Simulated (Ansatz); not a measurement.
Geometry optimisation, Ansatz 0.2.0, DFT PBEsol, scalar-relativistic, plane waves, PAW.

Input:

```yaml
crystal:
  lattice:
    - [4.58, 0.0, 0.0]
    - [2.29, 3.966396, 0.0]
    - [0.0, 0.0, 14.58843]
  atoms:
    - { symbol: Be, position: [0.0, 0.0, 0.0685475] }
    - { symbol: Be, position: [0.5, 0.0, 0.0685475] }
    - { symbol: Be, position: [0.0, 0.5, 0.0685475] }
    - { symbol: Be, position: [0.5, 0.5, 0.0685475] }
    - { symbol: Be, position: [-0.1666667, 0.3333333, 0.1915364] }
    - { symbol: Be, position: [0.3333333, 0.3333333, 0.1915364] }
    - { symbol: Be, position: [-0.1666667, 0.8333333, 0.1915364] }
    - { symbol: Be, position: [0.3333333, 0.8333333, 0.1915364] }
    - { symbol: Be, position: [0.0, 0.0, 0.3145253] }
    - { symbol: Be, position: [0.5, 0.0, 0.3145253] }
    - { symbol: Be, position: [0.0, 0.5, 0.3145253] }
    - { symbol: Be, position: [0.5, 0.5, 0.3145253] }
    - { symbol: "N", position: [0.4742776, 0.513175, 0.431056] }
    - { symbol: H, position: [0.2374579, 0.6393851, 0.457104] }
    - { symbol: H, position: [0.5849262, 0.2772225, 0.457104] }
    - { symbol: H, position: [0.6004488, 0.6229174, 0.457104] }
basis:
  ecutwfc: 420.0
kpoints:
  mp_grid: { grid: [6, 6, 1] }
hamiltonian:
  xc: pbesol
scf:
  occupations: { method: fermi_dirac, width: 0.05 }
  lower_state_search: "off"
relax:
  f_tol: 0.03
  max_steps: 60
  adjacent_minimum: "off"
  constraints: [{ sites: [0, 1, 2, 3] }]
```

Run as:

```bash
$ ansatz run input.yaml --threads 1 --pin off --max-ram 3072MiB --backend cpu --events-out ev --progress --plain --runs-dir out
```

Q: Where does it end, and by what steps?

A: The run converged. The force dipped under the threshold on the way, but the program's further checks kept it going. Limits of this set-up: coarse k mesh, thin slab, slab without dipole correction, no dispersion correction for a molecule that may bind weakly. After 15 steps the energy has fallen by 0.518 eV; H16 moved furthest, 0.62 Å.

| step | energy less start (eV) | largest force component (eV/Å) | accepted |
| --- | --- | --- | --- |
| 0 | 0.0000 | 1.055 | yes |
| 1 | -0.4247 | 0.679 | yes |
| 2 | -0.5006 | 0.282 | yes |
| 3 | -0.5067 | 0.294 | yes |
| 4 | -0.5133 | 0.039 | yes |
| 5 | -0.5141 | 0.007 | yes |
| 6 | -0.5138 | 0.171 | no |
| 7 | -0.5146 | 0.052 | yes |
| 8 | -0.5112 | 0.334 | no |
| 9 | -0.5154 | 0.009 | yes |
| 10 | -0.5160 | 0.071 | yes |
| 11 | -0.5164 | 0.120 | yes |
| 12 | -0.5172 | 0.047 | yes |
| 13 | -0.5176 | 0.012 | yes |
| 14 | -0.5177 | 0.041 | yes |
| 15 | -0.5178 | 0.009 | yes |

```xyz
16
Lattice="4.5800 0.0000 0.0000 2.2900 3.9664 0.0000 0.0000 0.0000 14.5884" Properties=species:S:1:pos:R:3
Be 0.000 0.000 1.000
Be 2.290 0.000 1.000
Be 1.145 1.983 1.000
Be 3.435 1.983 1.000
Be -0.002 1.325 2.822
Be 2.293 1.323 2.822
Be 1.145 3.305 2.759
Be 3.434 3.302 2.822
Be -0.007 -0.002 4.535
Be 2.295 -0.005 4.534
Be 1.147 1.990 4.535
Be 3.435 1.983 4.933
N 3.436 1.983 6.748
H 2.872 2.768 7.099
H 3.038 1.102 7.098
H 4.398 2.079 7.098
```

The run took 2.5 min on 1 thread of Arm Neoverse V1, on a shared host, peak memory 0.46 GiB.
